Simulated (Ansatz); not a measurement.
Energy difference R1 + R2 → P1 + P2, each structure at its B3LYP-D3(BJ)/def2-TZVP stationary point, reached from a drawn start (curvature not checked).
P1: H atom, charge 0, multiplicity 2.
R1: H2 (SMILES [H][H]), charge 0, multiplicity 1.
R2: O atom, charge 0, multiplicity 3.
P2: OH (SMILES [OH]), charge 0, multiplicity 2.

P less R. No zero-point or thermal terms; singlets are restricted closed shells; open shells are unrestricted; no spin–orbit coupling.

Frozen-core correlation throughout. CBS: X⁻³ extrapolation of the correlation energy, Hartree–Fock from the larger set.

Codes used: Ansatz (a quantum-chemistry and plane-wave program) with Gaussian orbitals. Each number belongs to the level named beside it.

PBE/def2-TZVPPD gives -5.25 kcal/mol for the reaction energy.

Where do these levels fall relative to PBE: r2SCAN/def2-TZVPPD, B3LYP/def2-TZVPPD, wB97M-V/def2-TZVPPD, B2PLYP/def2-TZVPPD, MP2/CBS(aug-cc-pVTZ, aug-cc-pVQZ), CCSD(T)/CBS(aug-cc-pVTZ, aug-cc-pVQZ).

r2SCAN/def2-TZVPPD 4.38; B3LYP/def2-TZVPPD 7.31; wB97M-V/def2-TZVPPD 6.24; B2PLYP/def2-TZVPPD 7.28; MP2/CBS(aug-cc-pVTZ, aug-cc-pVQZ) 2.74; CCSD(T)/CBS(aug-cc-pVTZ, aug-cc-pVQZ) 7.55 kcal/mol. 6 of 6 lie above PBE; the widest gap is to CCSD(T)/CBS(aug-cc-pVTZ, aug-cc-pVQZ).
